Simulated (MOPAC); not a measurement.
MOPAC input (PM6):

```
PM6 FORCE THERMO(298,298) PRECISE LET GEO-OK AUX(PRECISION=9) THREADS=1
C4H2

C    -0.00000000 1   -0.00000000 1   -1.89203421 1
C     0.00000000 1   -0.00000000 1   -0.68400492 1
C     0.00000000 1    0.00000000 1    0.68400286 1
C     0.00000000 1   -0.00000000 1    1.89203669 1
H    -0.00000000 1   -0.00000000 1   -2.92584477 1
H    -0.00000000 1   -0.00000000 1    2.92584333 1
```

From the output:

```
     H    6   0.005996   0.183602   0.534180   3.931486   0.016738   4.431897

          HEAT OF FORMATION =     110.852858 KCALS/MOLE

          ZERO POINT ENERGY      23.614 KCAL/MOL

           NORMAL COORDINATE ANALYSIS (Total motion = 1 Angstrom)

   Root No.       1         2         3         4         5         6         7         8

                 1 Piu     1 Piu     1 Pig     1 Pig     2 Piu     2 Piu     2 Pig     2 Pig

                 233.5     233.5     557.5     557.5     829.3     829.3     833.8     833.8

   x  C    1    0.0000   -0.0000   -0.0000    0.0000    0.0000   -0.0000   -0.0000    0.0000
   y  C    1   -0.1072   -0.0028    0.0859   -0.0003   -0.0583    0.0001    0.0573    0.0010
   z  C    1    0.0028   -0.1072    0.0003    0.0859   -0.0001   -0.0583   -0.0010    0.0573
   x  C    2   -0.0000    0.0000    0.0000   -0.0000   -0.0000    0.0000   -0.0000    0.0000
   y  C    2    0.1293    0.0034   -0.2841    0.0009    0.0232   -0.0000    0.0003    0.0000
   z  C    2   -0.0034    0.1293   -0.0009   -0.2841    0.0000    0.0232   -0.0000    0.0003
   x  C    3   -0.0000    0.0000   -0.0000    0.0000   -0.0000    0.0000    0.0000   -0.0000
   y  C    3    0.1293    0.0034    0.2841   -0.0009    0.0232   -0.0000   -0.0003   -0.0000
   z  C    3   -0.0034    0.1293    0.0009    0.2841    0.0000    0.0232    0.0000   -0.0003
   x  C    4    0.0000   -0.0000    0.0000   -0.0000    0.0000   -0.0000    0.0000   -0.0000
   y  C    4   -0.1072   -0.0028   -0.0859    0.0003   -0.0583    0.0001   -0.0573   -0.0010
   z  C    4    0.0028   -0.1072   -0.0003   -0.0859   -0.0001   -0.0583    0.0010   -0.0573
   x  H    5    0.0000   -0.0000   -0.0000    0.0000   -0.0000    0.0000    0.0000   -0.0000
   y  H    5   -0.2633   -0.0069    0.1300   -0.0004    0.4185   -0.0005   -0.4423   -0.0074
   z  H    5    0.0069   -0.2633    0.0004    0.1300    0.0005    0.4185    0.0074   -0.4423
   x  H    6    0.0000   -0.0000    0.0000   -0.0000   -0.0000    0.0000   -0.0000    0.0000
   y  H    6   -0.2633   -0.0069   -0.1300    0.0004    0.4186   -0.0005    0.4423    0.0074
   z  H    6    0.0069   -0.2633   -0.0004   -0.1300    0.0005    0.4186   -0.0074    0.4423

   Root No.       9        10        11        12        13

                 1 Sig     1 Siu     2 Sig     2 Siu     3 Sig

                1026.2    2311.9    2502.3    2879.4    2889.9

   x  C    1    0.1799   -0.1032    0.0707   -0.0602    0.0615
   y  C    1    0.0000   -0.0000    0.0000   -0.0000    0.0000
   z  C    1   -0.0000   -0.0000   -0.0000    0.0000    0.0000
   x  C    2    0.1198    0.1259   -0.1460    0.0254   -0.0358
   y  C    2    0.0000    0.0000   -0.0000    0.0000   -0.0000
   z  C    2   -0.0000   -0.0000    0.0000    0.0000    0.0000
   x  C    3   -0.1198    0.1259    0.1460    0.0254    0.0358
   y  C    3   -0.0000    0.0000    0.0000    0.0000    0.0000
   z  C    3    0.0000   -0.0000   -0.0000   -0.0000   -0.0000
   x  C    4   -0.1799   -0.1032   -0.0707   -0.0602   -0.0615
   y  C    4   -0.0000   -0.0000   -0.0000   -0.0000   -0.0000
   z  C    4    0.0000    0.0000    0.0000   -0.0000   -0.0000
   x  H    5    0.2003   -0.2708    0.2833    0.4144   -0.4027
   y  H    5    0.0000   -0.0000    0.0000    0.0000   -0.0000
   z  H    5   -0.0000    0.0000   -0.0000   -0.0000    0.0000
   x  H    6   -0.2003   -0.2708   -0.2833    0.4144    0.4027
   y  H    6   -0.0000   -0.0000   -0.0000    0.0000    0.0000
   z  H    6    0.0000    0.0000    0.0000   -0.0000   -0.0000

           MASS-WEIGHTED COORDINATE ANALYSIS (NORMAL COORDINATES)

   Root No.       1         2         3         4         5         6         7         8

                 1 Piu     1 Piu     1 Pig     1 Pig     2 Piu     2 Piu     2 Pig     2 Pig

                 233.5     233.5     557.5     557.5     829.3     829.3     833.8     833.8

   x  C    1    0.0000   -0.0000   -0.0000    0.0000    0.0000   -0.0000   -0.0000    0.0000
   y  C    1   -0.4108   -0.0130    0.2029    0.0000   -0.3019    0.0014    0.2886    0.0035
   z  C    1    0.0130   -0.4108   -0.0000    0.2029   -0.0014   -0.3019   -0.0035    0.2886
   x  C    2   -0.0000    0.0000    0.0000   -0.0000   -0.0000    0.0000   -0.0000    0.0000
   y  C    2    0.4954    0.0157   -0.6715   -0.0001    0.1200   -0.0005    0.0016    0.0000
   z  C    2   -0.0157    0.4954    0.0001   -0.6715    0.0005    0.1200   -0.0000    0.0016
   x  C    3   -0.0000    0.0000   -0.0000    0.0000   -0.0000    0.0000    0.0000   -0.0000
   y  C    3    0.4954    0.0157    0.6715    0.0001    0.1200   -0.0005   -0.0016   -0.0000
   z  C    3   -0.0157    0.4954   -0.0001    0.6715    0.0005    0.1200    0.0000   -0.0016
   x  C    4    0.0000   -0.0000    0.0000   -0.0000    0.0000   -0.0000    0.0000   -0.0000
   y  C    4   -0.4108   -0.0130   -0.2029   -0.0000   -0.3019    0.0014   -0.2886   -0.0035
   z  C    4    0.0130   -0.4108    0.0000   -0.2029   -0.0014   -0.3019    0.0035   -0.2886
   x  H    5    0.0000   -0.0000   -0.0000    0.0000   -0.0000    0.0000    0.0000   -0.0000
   y  H    5   -0.2921   -0.0092    0.0890    0.0000    0.6280   -0.0029   -0.6455   -0.0078
   z  H    5    0.0092   -0.2921   -0.0000    0.0890    0.0029    0.6280    0.0078   -0.6455
   x  H    6    0.0000   -0.0000    0.0000   -0.0000   -0.0000    0.0000   -0.0000    0.0000
   y  H    6   -0.2921   -0.0092   -0.0890   -0.0000    0.6280   -0.0029    0.6455    0.0078
   z  H    6    0.0092   -0.2921    0.0000   -0.0890    0.0029    0.6280   -0.0078    0.6455

   Root No.       9        10        11        12        13

                 1 Sig     1 Siu     2 Sig     2 Siu     3 Sig

                1026.2    2311.9    2502.3    2879.4    2889.9

   x  C    1    0.5685   -0.4038    0.2750   -0.3115    0.3181
   y  C    1    0.0000   -0.0000    0.0000   -0.0000    0.0000
   z  C    1   -0.0000   -0.0000   -0.0000    0.0000    0.0000
   x  C    2    0.3784    0.4927   -0.5678    0.1316   -0.1853
   y  C    2    0.0000    0.0000   -0.0000    0.0000   -0.0000
   z  C    2   -0.0000   -0.0000    0.0000    0.0000    0.0000
   x  C    3   -0.3784    0.4927    0.5678    0.1316    0.1853
   y  C    3   -0.0000    0.0000    0.0000    0.0000    0.0000
   z  C    3    0.0000   -0.0000   -0.0000   -0.0000   -0.0000
   x  C    4   -0.5685   -0.4038   -0.2750   -0.3115   -0.3181
   y  C    4   -0.0000   -0.0000   -0.0000   -0.0000   -0.0000
   z  C    4    0.0000    0.0000    0.0000   -0.0000   -0.0000
   x  H    5    0.1834   -0.3069    0.3192    0.6210   -0.6037
   y  H    5    0.0000   -0.0000    0.0000    0.0000   -0.0000
   z  H    5   -0.0000    0.0000   -0.0000   -0.0000    0.0000
   x  H    6   -0.1834   -0.3069   -0.3192    0.6210    0.6037
   y  H    6   -0.0000   -0.0000   -0.0000    0.0000    0.0000
   z  H    6    0.0000    0.0000    0.0000   -0.0000   -0.0000

          DESCRIPTION OF VIBRATIONS

 VIBRATION          2    1Piu        ATOM PAIR     ENERGY CONTRIBUTION    RADIAL
 FREQUENCY           233.51         C 1 -- C 2         +39.8% (132.7%)      0.0%
 TRANSITION DIPOLE   0.3036         C 3 -- C 4         +39.8% (132.7%)      0.0%
 TRAVEL (Ang.)       0.3665         C 2 -- C 3          +9.5% ( 64.8%)      0.0%
 REDUCED MASS        2.1499         C 1 -- H 5          +5.4% ( 49.0%)      0.0%
 EFFECTIVE MASS     19.5750
 FORCE CONSTANT      0.0691

 VIBRATION          4    1Pig        ATOM PAIR     ENERGY CONTRIBUTION    RADIAL
 FREQUENCY           557.50         C 2 -- C 3         +55.3% ( 90.2%)      0.0%
 TRANSITION DIPOLE   0.0000         C 3 -- C 4         +22.0% ( 57.0%)      0.0%
 TRAVEL (Ang.)       0.1567         C 1 -- C 2         +22.0% ( 57.0%)      0.0%
 REDUCED MASS        4.9251         C 4 -- H 6          +0.3% (  6.8%)      0.0%
 EFFECTIVE MASS     11.9214
 FORCE CONSTANT      0.9019

 VIBRATION          6    2Piu        ATOM PAIR     ENERGY CONTRIBUTION    RADIAL
 FREQUENCY           829.32         C 1 -- H 5         +46.9% ( 69.4%)      0.0%
 TRANSITION DIPOLE   0.8068         C 4 -- H 6         +46.9% ( 69.4%)      0.0%
 TRAVEL (Ang.)       0.3961         C 1 -- C 2          +3.0% ( 17.5%)      0.0%
 REDUCED MASS        0.5182         C 3 -- C 4          +3.0% ( 17.5%)      0.0%
 EFFECTIVE MASS      2.3862
 FORCE CONSTANT      0.2100

 VIBRATION          8    2Pig        ATOM PAIR     ENERGY CONTRIBUTION    RADIAL
 FREQUENCY           833.78         C 4 -- H 6         +48.3% ( 70.0%)      0.0%
 TRANSITION DIPOLE   0.0000         C 1 -- H 5         +48.3% ( 70.0%)      0.0%
 TRAVEL (Ang.)       0.3956         C 3 -- C 4          +1.7% ( 13.0%)      0.0%
 REDUCED MASS        0.5167         C 1 -- C 2          +1.7% ( 13.0%)      0.0%
 EFFECTIVE MASS      2.0354
 FORCE CONSTANT      0.2116

 VIBRATION          9    1Sig        ATOM PAIR     ENERGY CONTRIBUTION    RADIAL
 FREQUENCY          1026.23         C 2 -- C 3         +33.0% (115.6%)    100.0%
 TRANSITION DIPOLE   0.0000         C 1 -- H 5         +21.9% ( 94.2%)    100.0%
 TRAVEL (Ang.)       0.1479         C 4 -- H 6         +21.9% ( 94.2%)    100.0%
 REDUCED MASS        3.0038         C 1 -- C 2         +11.6% ( 68.7%)    100.0%
 EFFECTIVE MASS     13.7403         C 3 -- C 4         +11.6% ( 68.7%)    100.0%
```
